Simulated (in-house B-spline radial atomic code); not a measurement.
## RPA and G0W0 on PBE0: Lu II (Lu+)

Configuration [Xe] 4f14 6s2, mean-field start PBE0. Computed with a B-spline radial code for spherical atoms: all electrons, scalar-relativistic (spin-free one-electron X2C), finite nucleus, each spin shell either full or empty, empty states to l = 9 with an (l + 1/2)⁻⁴ tail; G0W0 by contour deformation at full frequency.

Without the two-electron picture change, the correlation of inner shells comes somewhat too large for so heavy an element.

Command:
```bash
python run_gw.py task.json out
```
Settings (radii: box in bohr, nucleus in fm):
```
Z                        71
electrons                70
configuration            [Xe] 4f14 6s2
hamiltonian              x2c
method                   pbe0
lmax                     9
rms_radius               5.37
spin_polarised           False
box_radius               23.78
intervals                70
ion_configuration        [Xe] 4f14 6s1
```

Time taken, with all properties: 14 s on 1 thread of Arm Neoverse V2, with other jobs on the host.

Energies (hartree):

| term | value |
| --- | --- |
| mean-field total | -14563.11003 |
| Hartree-Fock functional on these orbitals | -14558.20049 |
| direct second order | -7.719 |
| second-order exchange | 1.8887 |
| SOSEX correction | 1.7149 |

(1) What is the RPA correlation energy, and what remains with SOSEX?

Quasi-particle levels (eV):

```tsv
level	occupied	mean field	Σx - vxc	Σc	QP weight	G0W0
6s	yes	-11.662	-1.02	?	?	?
5d	no	-7.940	4.66	-2.54	0.804	-5.823
```

G0W0 = mean field + (Σx - vxc) + Σc, with Σc (partial-wave tail included) taken at the quasi-particle energy. Only the outer levels were computed. Levels of low weight are left out.

(2) Where does G0W0 put 6s?

(3) What does it cost to remove one electron (to [Xe] 4f14 6s1) by differences of total energies, each species on its own start (correlation terms add to the Hartree-Fock functional)?

## Answers

(1) RPA gives -6.3782 hartree (-2.48 eV per electron); RPA + SOSEX gives -4.6632, and the second-order doubles -5.8303 hartree (no singles). SOSEX takes back 27 % of the RPA value.

(2) At -14.218 eV, with Σc = -1.54 eV and a quasi-particle weight of 0.913. The tabulated removal energy is 14.13 ± 0.05 eV (NIST, semi-empirical); the calculation leaves out spin-orbit coupling, Breit and QED terms, and what these don't explain is the method's own error.

(3) PBE0 13.828 eV, Hartree-Fock functional 12.546 eV, + RPA 14.243 eV, + RPA + SOSEX 13.871 eV, + second order 15.005 eV. Tabulated: 14.13 ± 0.05 eV (NIST, semi-empirical); the calculation leaves out spin-orbit coupling, Breit and QED terms, and what these don't explain is the method's own error.
